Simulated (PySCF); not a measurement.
Relaxation of singlet WOF₄

Level of theory: PBE0 in PySCF with W def2-TZVP with ECP60, O def2-TZVP, F def2-TZVP; scalar-relativistic core potentials, no spin–orbit coupling; density-fitted integrals. A (50,194) grid was used.

A hand-made trigonal bipyramidal (ligand arrangement 2) start, of C3v symmetry, held to at least that symmetry:

Coordinates in bohr (charge 0 multiplicity 1):
```
W     0.0000    0.0000   -0.0676
O     0.0000    0.0000   -3.4124
F     0.0000    0.0000    3.7307
F     3.7983    0.0000   -0.0676
F    -1.8992    3.2895   -0.0676
F    -1.8992   -3.2895   -0.0676
```

Optimiser trace:
```
step  E − E(last) (kJ/mol)  largest gradient (Eh/bohr)
   0                181.20                     0.09372
   1                 20.47                     0.03949
   2                  5.71                     0.02811
   3                  0.68                     0.00528
   4                  0.05                     0.00123
   5                  0.00                     0.00020
   6                  0.00                     0.00005
```

It ends at C3v with W–F 1.825 Å (×3), W–F 1.918 Å, W–O 1.697 Å; F–W–F 85.5° (×3), F–W–F 119.4° (×3), F–W–O 94.5° (×3), F–W–O 180.0° (after a last refinement on a finer grid). A frequency run shows a minimum. Other isomers or separated fragments may lie lower.

Final geometry:
```xyz
6
charge 0 multiplicity 1, angstrom
W     0.0000    0.0000   -0.0621
O     0.0000    0.0000   -1.7591
F     0.0000    0.0000    1.8554
F     1.8193    0.0000    0.0810
F    -0.9097    1.5756    0.0810
F    -0.9097   -1.5756    0.0810
```

No spin–orbit coupling is included, which matters more the heavier the element.
